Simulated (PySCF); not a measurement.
# From a computed spectrum to the compound

A species of 13 atoms with charge 0 has these harmonic modes (PBE0, small Gaussian bases with core potentials, PySCF 2.14.0):

```csv
cm⁻¹,km/mol,symmetry
109,4.3,
109,4.1,
136,1.1,
145,0.0,
150,0.6,
191,12.8,
191,12.8,
315,0.0,
334,8.6,
446,48.0,
447,48.8,
458,0.0,
474,173.6,
474,174.2,
486,157.7,
488,0.1,
509,37.8,
615,177.7,
617,184.7,
617,184.7,
631,0.0,
1510,40.5,
1510,40.5,
1510,57.6,
1511,0.1,
3568,43.4,
3569,43.5,
3569,55.1,
3572,0.2,
3662,10.4,
3662,33.1,
3662,33.0,
3662,0.7,
```

Task: Which species is it, and in which structure?

Result: Hf(NH2)4 (singlet):
```xyz
13

Hf    0.0000    0.0000    0.0000
N     1.2037    1.2221    1.1224
H     2.0513    0.9044    1.5896
H     1.1211    2.2238    1.2762
N    -1.2037   -1.1224    1.2221
H    -1.1211   -1.2762    2.2238
H    -2.0513   -1.5895    0.9043
N     1.2037   -1.2221   -1.1224
H     1.1211   -2.2238   -1.2762
H     2.0513   -0.9044   -1.5896
N    -1.2037    1.1224   -1.2221
H    -2.0513    1.5895   -0.9043
H    -1.1211    1.2762   -2.2238
```
Ideal gas at 298.15 K and 1 bar: S = 409.2 J/(mol K), Cp = 164.2 J/(mol K), H − H(0 K) = 30.7 kJ/mol (rigid rotor, harmonic modes, spin degeneracy alone). 
 The answer isn't unique; the calculation gave this one.
